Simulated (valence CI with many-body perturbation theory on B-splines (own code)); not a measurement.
The numbers below are computed, except where a source is named.
**I31+: what the settings do**

Level of theory: valence CI with perturbative core correlation (CI+MBPT): four valence electrons over a frozen Dirac-Fock core [Ar], a basis of 6 s, 6 p, 5 d, 5 f, 1 g functions for each j, with the one-electron correlation potential Σ1, the two-electron term Σ2, the three-electron term Σ3, Breit, model QED; selected CI, second order for the rest, scaled by the run's own slope (own B-spline code, finite nucleus).

The last digits are not significant, and no measured levels were compared; by estimate large intervals hold to a few tenths of a per cent, small ones and those within an open d or f shell to about a per cent. Only levels of the ground parity were solved; by the run's estimate the other parity begins above the list, which can be wrong where configurations are misplaced.

The reference run has the lowest level (3d3/2^4) J=0 and an ionisation energy of 1911.74 eV. Its largest variational space holds 8174 state functions.

Levels are named by their leading jj configuration (3d3/2^4 stands for four electrons in 3d with j = 3/2), which in mixed levels can hold well under half, so a name can repeat and another be missing. Letters in brackets count levels of one name in rising energy.

Changed runs:
A. scale of Σ1 1 → 0; scale of Σ2 1 → 0; three-electron term on → off
B. box radius (bohr) 3.5815 → 2.19
C. Breit term on → off
D. factor on the speed of light 1 → 0.9 (bad on purpose)

Excitation energies of the reference run in cm⁻¹, and shifts in cm⁻¹:

```
                    Level  Reference       A         B       C       D
      (3d3/2^3 3d5/2) J=1      70428   -3557      -1.8   +3659  +25609
      (3d3/2^3 3d5/2) J=2     113628   -4096      -2.0   +6200  +34043
      (3d3/2^3 3d5/2) J=4     134221   -2443      +1.1   +7781  +26144
      (3d3/2^3 3d5/2) J=3     136905   -3541      -1.2   +7222  +34176
    (3d3/2^2 3d5/2^2) J=0     194480   -2586      -0.1   +6050  +48414
(3d3/2^2 3d5/2^2) J=4 [a]     205389   -5509      +0.4  +10102  +49548
(3d3/2^2 3d5/2^2) J=3 [a]     225633   -2691      +1.5   +7728  +45755
(3d3/2^2 3d5/2^2) J=2 [a]     226660   -1836      +2.8   +6474  +42045
    (3d3/2^2 3d5/2^2) J=5     242953   -5239      +2.6  +11877  +48476
    (3d3/2^2 3d5/2^2) J=1     250862   -2302      +1.7   +7843  +52013
    (3d3/2^2 3d5/2^2) J=6     257941   -6006      +3.7  +14590  +48681
(3d3/2^2 3d5/2^2) J=4 [b]     278859   -1820      +3.3  +11483  +50328
   Ionisation energy (eV)    1911.74  -10.42  +0.00013   +1.17   +1.12
```
